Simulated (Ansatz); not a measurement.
CH₅MoNO₂S, SMILES `C[O][Mo]([NH2])(=[O])=[S]`, 11 atoms. Charge 0, multiplicity 1. Correlated methods include outer-core shells of Mo, which these sets cover unevenly. Mo takes the def2 core potential. All runs use 4 threads of an Intel Xeon 6975P-C on a shared host. Correlated methods freeze the cores.

(1) Give the basis size and wall time and peak host memory of each of these runs in Ansatz. RKS ωB97M-V/def2-QZVPP energy; RKS r2SCANh-D4/def2-TZVPP energy; RKS PBE0-D4/def2-TZVP relaxation (8 steps); RHF-MP2/def2-QZVPP energy; RKS PBE0-D4/def2-SVP energy; RHF-CCSD(T)/def2-SVP energy; RKS PBE0-D4/def2-TZVP frequencies; RKS PBE0-D4/def2-QZVPP energy; RKS ωB97M-V/def2-SVP energy; RKS BLYP-D4/def2-TZVPP energy; RKS CAM-B3LYP-D4/def2-TZVPP energy; direct RPA on PBE orbitals/def2-TZVPP energy. (An estimate is asked.)

Results:

(1) The calculation gave: Other jobs shared the machine, so times are rough.

```csv
level,job,functions,wall time,peak host memory (GiB)
RKS PBE0-D4/def2-SVP,energy,130,1.2 s,0.58
RKS BLYP-D4/def2-TZVPP,energy,292,2.7 s,0.45
RKS CAM-B3LYP-D4/def2-TZVPP,energy,292,4.1 s,1
RKS ωB97M-V/def2-SVP,energy,130,4.1 s,0.58
RKS r2SCANh-D4/def2-TZVPP,energy,292,4.5 s,0.92
direct RPA on PBE orbitals/def2-TZVPP,energy,292,6.5 s,0.93
RKS PBE0-D4/def2-QZVPP,energy,529,8 s,2.3
RHF-CCSD(T)/def2-SVP,energy,130,9 s,1.1
RKS ωB97M-V/def2-QZVPP,energy,529,17 s,2.7
RHF-MP2/def2-QZVPP,energy,529,29 s,3.8
RKS PBE0-D4/def2-TZVP,relaxation (8 steps),231,31 s,0.76
RKS PBE0-D4/def2-TZVP,frequencies,231,2.5 min,0.79
```
